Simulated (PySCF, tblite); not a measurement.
Rigid-rotor lines calculated for a species of formula C6H13FOSi2 (commonest isotopes; PBE0/pcSseg-1 in PySCF (dipole) on a GFN2-xTB geometry, gas phase), labelled J(Ka,Kc):

```json
{"transition": "2(1,2) ← 1(1,1)", "MHz": "1468.1"}
{"transition": "1(1,1) ← 0(0,0)", "MHz": "2654.4"}
{"transition": "1(0,1) ← 0(0,0)", "MHz": "759.8"}
{"transition": "2(1,1) ← 1(1,0)", "MHz": "1571.0"}
{"transition": "2(0,2) ← 1(0,1)", "MHz": "1518.5"}
```

Find the rotational constants.

1(0,1) ← 0(0,0) is B + C, 2(1,1) ← 1(1,0) is 3B + C and 2(1,2) ← 1(1,1) is B + 3C, so B − C is half the difference of the last two, 51.5 MHz. 1(1,1) ← 0(0,0) is A + C. A = 2300.3, B = 405.6, C = 354.1 MHz.

What moments of inertia, asymmetry and inertial defect follow?

I = 505379 MHz·u·Å² over each constant: Ia = 219.70, Ib = 1245.90, Ic = 1427.04 u·Å²; κ = (2B − A − C)/(A − C) = -0.947 (near-prolate asymmetric top); Δ = Ic − Ia − Ib = -38.56 u·Å².

Which dipole components do these lines need?

μa and μb (a-type: ΔKa even, ΔKc odd; b-type: both odd). The calculation gives |μa| = 0.24 D, |μb| = 3.53 D, |μc| = 0.58 D.

Where do these fall, and of which type are they? 3(2,2) ← 3(1,3); 4(4,1) ← 3(3,1); 1(1,0) ← 0(0,0); 4(4,0) ← 4(3,1); 2(1,2) ← 2(0,2); 4(2,2) ← 3(1,3); 4(2,2) ← 4(1,3); 3(2,1) ← 3(1,2); 3(2,2) ← 2(2,1); 4(1,4) ← 3(1,3); 4(4,1) ← 4(3,1); 4(3,2) ← 4(2,2); 3(1,2) ← 2(0,2).

```csv
transition,MHz,type,branch
"2(1,2) ← 2(0,2)",1844,c,Q
"3(2,2) ← 2(2,1)",2279,a,R
"1(1,0) ← 0(0,0)",2706,c,R
"4(1,4) ← 3(1,3)",2934,a,R
"3(1,2) ← 2(0,2)",4355,c,R
"4(2,2) ← 4(1,3)",5521,b,Q
"3(2,1) ← 3(1,2)",5613,b,Q
"3(2,2) ← 3(1,3)",5916,b,Q
"4(2,2) ← 3(1,3)",8970,b,R
"4(3,2) ← 4(2,2)",9590,c,Q
"4(4,1) ← 4(3,1)",13441,c,Q
"4(4,0) ← 4(3,1)",13441,b,Q
"4(4,1) ← 3(3,1)",16482,c,R
```

Which structure gave them?

`COC[SiH2]C1=CC[SiH2][C@@H]1F`, point group C1. Three constants can't fix a structure by themselves; this is the one that was computed:
```xyz
23
C6H13FOSi2 angstrom
C     -4.364    0.453   -0.499
O     -3.310   -0.151    0.202
C     -2.034    0.200   -0.292
Si    -0.801   -0.683    0.864
C      0.961   -0.240    0.352
C      1.330    0.435   -0.734
C      2.780    0.682   -1.029
Si     3.713   -0.296    0.317
C      2.079   -0.712    1.247
F      1.947   -2.076    1.502
H     -4.346    0.174   -1.561
H     -4.312    1.548   -0.426
H     -5.289    0.102   -0.047
H     -1.939   -0.118   -1.341
H     -1.914    1.292   -0.278
H     -1.018   -2.128    0.782
H     -1.031   -0.195    2.230
H      0.599    0.828   -1.427
H      2.985    1.754   -0.990
H      3.008    0.369   -2.049
H      4.604    0.540    1.123
H      4.362   -1.510   -0.169
H      1.987   -0.240    2.232
```

The values belong to one conformer (point group C1) with, in the numbering `[CH3:1][O:2][CH2:3][SiH2:4][C:5]1=[CH:6][CH2:7][SiH2:8][C@@H:9]1[F:10]`, C1–O2–C3–Si4 178°, O2–C3–Si4–C5 -178°, C3–Si4–C5–C6 -8°. Its GFN2-xTB frequencies are all real (lowest 28 cm⁻¹). These are rigid-rotor constants of the computed structure; measured ground-state constants (B0) also hold zero-point vibration. A rigid rotor knows nothing of internal rotation, which can split or shift real lines.
